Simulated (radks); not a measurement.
Task: These are the eigenvalues of the occupied orbitals of an atom or ion with whole-number occupations (eV). Method: Dirac Kohn-Sham, PBE, spin-unpolarised, spherical densities, point nucleus; computed with a radial shooting solver on a logarithmic mesh with Libxc functionals.

orbital  eigenvalue
1s1/2     -73801.15
2s1/2     -12869.05
2p1/2     -12320.48
2p3/2     -10789.04
3s1/2     -3018.248
3p1/2     -2773.299
3p3/2     -2439.324
3d3/2     -2029.871
3d5/2     -1957.542
4s1/2     -661.2915
4p1/2     -558.5627
4p3/2     -480.1205
4d3/2     -311.7854
4d5/2     -297.2577
5s1/2     -121.9746
5p1/2      -90.2081
4f5/2      -84.2361
4f7/2      -81.4283
5p3/2      -77.8108
5d3/2      -35.7261
5d5/2      -34.4522

Which element is it, and in what charge state? The configuration may be excited. Open shells, if any, are shared by 2j + 1.

Result: Z = 76, osmium, charge +3: Os3+ in [Xe] 4f14 5d5. The list shows which subshells hold electrons but not how many an open one holds; the 1s level, -2712.1 hartree, gives Z - s = 73.6 by -(Z - s)^2/2, which with screening and relativity narrows Z to a few neighbours, and the depths of the outer levels then fix element, charge and occupations together.
